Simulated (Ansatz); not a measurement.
Reaction (substitution at a C–B bond): `CBS[SiH2]C` + `CC(N)F` → `CNC(C)F` + `BS[SiH2]C`

Gas-phase electronic energies from Ansatz, PBE0-D4/def2-TZVP geometries. CCSD(T)/CBS adds triple-zeta CCSD(T) − MP2 to the extrapolated MP2 energy (def2 sets, frozen cores). DFT in def2-TZVPP. Each species was taken in one conformer, which may not be the lowest.

| species | r2SCAN energy (Eh) |
| --- | --- |
| `CBS[SiH2]C` | -794.16522 |
| `CC(N)F` | -234.40406 |
| `CNC(C)F` | -273.69589 |
| `BS[SiH2]C` | -754.84158 |

(1) Work out ΔE.

Largest T1 diagnostic among the species: 0.013.

Results:

(1) ΔE = (-273.69589) + (-754.84158) − (-794.16522) − (-234.40406) = 0.03181 Eh = +83.5 kJ/mol. CCSD(T)/CBS gives +80.2 kJ/mol.

In def2-TZVPP, CCSD(T) changes the Hartree–Fock value by +5.8 kJ/mol (the triples alone add +0.4 kJ/mol) and MP2 by +9.7 kJ/mol.
